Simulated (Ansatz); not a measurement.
Consider the substitution at a C–O bond: `C[O][Ge][F]` + `CO[Si]O` → `CO[Si]OC` + `[OH][Ge][F]`.

Calculated with Ansatz (gas phase, PBE0-D4/def2-TZVP geometries, no zero-point term in ΔE). CCSD(T)/CBS adds triple-zeta CCSD(T) − MP2 to the extrapolated MP2 energy (def2 sets, frozen cores). DFT in def2-TZVPP. For Ge outer-core shells are correlated without core-valence functions, which leaves a few kJ/mol of doubt a bond. Scalar relativity is left out up to krypton. One conformer a species, not always the lowest.

```csv
level,ΔE (eV)
PBE0,0.14
HF/def2-SVP,0.17
MP2/def2-SVP,0.19
CCSD/def2-TZVPP,0.14
```

**Question.** What does CCSD(T)/CBS give? (Best estimate.)

**Answer.** Ansatz gave: +0.15 eV. The listed levels differ from it by -0.01, 0.02, 0.04, -0.01 eV.

Largest T1 diagnostic among the species: 0.015.

Leaving LDA and LC-ωPBE aside and taking each functional with its dispersion term where it has one, the values, not all of them listed here, spread over 0.05 eV, from BLYP-D4 to PBE-QIDH. The D4 term adds −0.03 eV with B3LYP and −0.02 eV with PBE0; it sums over pairs of atoms, weighted by their polarisabilities, and B3LYP, whose exchange is more repulsive, gets the larger term.

B3LYP here is the variant with VWN-RPA as its local correlation; programs differ in this.
